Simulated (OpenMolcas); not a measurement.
## Predicting a hybrid from its neighbours: C2H2Cl2Si

C2H2Cl2Si: 7 atoms, total charge 0, spin state singlet. As SMILES, `C#C[SiH](Cl)Cl`. Geometry: relaxed at PBE0-D4/def2-TZVP.

The HOMO–LUMO gap y, in eV, basis def2-SVP; a is the functional's share of exact exchange. Programs: OpenMolcas 26.06.

| functional | program | a | y (eV) |
| --- | --- | --- | --- |
| revPBE | OpenMolcas | 0 | 5.85 |
| PBE | OpenMolcas | 0 | 5.82 |
| B3LYP | OpenMolcas | 0.2 | ? |
| PBE0 | OpenMolcas | 0.25 | 8.05 |
| BHLYP | OpenMolcas | 0.5 | 10.26 |

Task: Fit y = c + s·a to the known rows and predict B3LYP.

Result: 
1. Means of the 4 rows: a = 0.1875, y = 7.495.
2. Σ(Δa)² = 0.17188, Σ(Δa·Δy) = 1.5212, so the slope is 1.5212/0.17188 = 8.8504.
3. Intercept: 7.495 − (8.8504) × 0.1875 = 5.836. The largest residual of the fit is 0.016.
4. B3LYP: 5.836 + (8.8504) × 0.2 = 7.61 eV.

The run gave 7.60 eV, so the prediction is off by +0.01 eV, within the largest residual. Exact exchange lowers occupied levels and raises empty ones.
